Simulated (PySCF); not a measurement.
SMILES N#Cc1cc[c]([GeH3])cc1 (C₇H₇GeN), GFN2-xTB optimised geometry.

```
16

N     -2.29    -3.62    -0.01
C     -1.72    -2.63     0.00
C     -1.01    -1.40     0.00
C     -1.71    -0.19     0.00
C     -1.02     1.00     0.00
C      0.38     1.01     0.00
Ge     1.34     2.71     0.01
C      1.06    -0.20     0.00
C      0.38    -1.40     0.00
H     -2.79    -0.20     0.00
H     -1.55     1.94     0.00
H      2.79     2.48    -0.21
H      0.81     3.62    -1.06
H      1.16     3.42     1.31
H      2.14    -0.20     0.00
H      0.91    -2.34     0.00
```

Density from PySCF with PBE0/def2-TZVP at that geometry.

Minimum of the electron density along straight lines between bonded atoms, close to the bond critical point (lines longer than 1.1 times the sum of covalent radii, or with two minima, are not listed):

| bond | length / Å | ρ at the minimum / e bohr⁻³ | ∇²ρ there / e bohr⁻⁵ | position (fraction from the first atom) |
|---|---|---|---|---|
| N1–C2 | 1.146 | 0.500 | [?] | 0.66 |
| C2–C3 | 1.414 | 0.295 | -0.89 | 0.54 |
| C3–C4 | 1.396 | 0.315 | -0.92 | 0.51 |
| C4–C5 | 1.380 | 0.325 | -0.97 | 0.50 |
| C5–C6 | 1.392 | 0.317 | -0.93 | 0.50 |
| C6–Ge7 | 1.955 | [?] | [?] | 0.53 |
| C6–C8 | 1.391 | 0.317 | -0.93 | 0.50 |
| C3–C9 | 1.395 | 0.315 | -0.93 | 0.51 |
| C8–C9 | 1.381 | 0.324 | -0.97 | 0.50 |
| C4–H10 | 1.080 | 0.289 | -1.04 | 0.65 |
| C5–H11 | 1.082 | 0.287 | -1.03 | 0.65 |
| Ge7–H12 | 1.492 | 0.143 | 0.09 | 0.60 |
| Ge7–H13 | 1.493 | 0.143 | 0.09 | 0.60 |
| Ge7–H14 | 1.494 | 0.143 | 0.09 | 0.60 |
| C8–H15 | 1.082 | 0.288 | -1.03 | 0.65 |
| C9–H16 | 1.081 | 0.289 | -1.04 | 0.65 |

Question: Fill in the missing entries.

Answer: 
- N1–C2, ∇²ρ there / e bohr⁻⁵: -0.04
- C6–Ge7, ρ at the minimum / e bohr⁻³: 0.128
- C6–Ge7, ∇²ρ there / e bohr⁻⁵: 0.12
